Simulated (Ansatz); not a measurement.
Born–Oppenheimer molecular dynamics of BrH6OPSi (10 atoms, charge 0, multiplicity 1). It starts at the highest image of a converged band, a first-order saddle point between two minima.

All numbers below come from RKS PBE0/def2-SVP (Ansatz 0.2.0).

```json
{
  "ensemble": "NVE (velocity Verlet)",
  "time step": "0.5 fs",
  "steps asked": "200",
  "starting velocities drawn for": "100 K",
  "seed": "10624"
}
```

First frame:

```xyz
10
Properties=species:S:1:pos:R:3
Si -0.985 0.152 0.655
Br 1.381 -2.152 0.000
H -1.876 -0.887 0.081
H -1.713 1.423 0.905
O -0.089 -0.196 1.978
H 1.645 -0.199 -0.710
P 0.491 0.653 -1.058
H 0.505 -0.959 1.784
H 0.610 2.042 -1.352
H 0.032 0.124 -2.284
```

(1) How far do the bonds stretch over the last three quarters of this one trajectory? (Pairs bonded in most of those frames.)

## Answers

(1) 
```tsv
bond	mean (Å)	spread (Å)	shortest	longest
Si1–H3	1.485	0.026	1.44	1.52
Si1–H4	1.490	0.021	1.46	1.52
Si1–O5	1.635	0.005	1.63	1.65
Si1–P7	2.311	0.015	2.29	2.33
O5–H8	0.987	0.018	0.96	1.02
H6–P7	1.413	0.014	1.39	1.45
P7–H9	1.436	0.004	1.43	1.44
P7–H10	1.407	0.012	1.39	1.43
```

Mean temperature of the second half: 203 K. The conserved energy stayed within 0.065 meV per atom of its start (net change 0.024 meV per atom), so the integration is sound. The system heated up, since it started high on the potential surface and ran downhill. A run of 0.1 ps of so small a system gives no equilibrium averages. The orbitals stay closed-shell, which can raise the energy where a bond breaks towards radicals; this wasn't checked here.

Run time: 8.1 min on 2 threads of Arm Neoverse V2, on a shared host, peak memory 0.27 GiB.
